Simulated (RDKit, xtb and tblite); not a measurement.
Internal rotation in SMILES C#CCCc1ccccc1. Scanned: dihedral C2–C3–C4–C5 and dihedral C3–C4–C5–C6; all other coordinates were relaxed at GFN2-xTB. Points at φ and −φ are mirror images. Heavy atoms are numbered in the order of the SMILES C#CCCc1ccccc1, hydrogens after them in the order of the atoms that carry them; the mirror image has the same energies with the sign of each dihedral reversed.

GFN2-xTB (xtb and tblite); MMFF94 // GFN2-xTB (RDKit); UFF // GFN2-xTB (RDKit).

Energies in kcal/mol at chosen points (x: dihedral C2–C3–C4–C5 (°); y: dihedral C3–C4–C5–C6 (°)), relative to x = 180, y = -90:

```
method    (-120, -60)  (180, 0)  (120, 150)  (120, -60)  (150, -30)  (-90, 180)  (90, -120)
--------  -----------  --------  ----------  ----------  ----------  ----------  ----------
GFN2-xTB          2.6       1.6         3.7         2.3         3.3         3.2         1.6
MMFF94            4.4       1.6         5.5         4.2         4.7         3.7         2.4
UFF               5.3       3.9         8.4         5.3         8.9         7.8         3.1
```
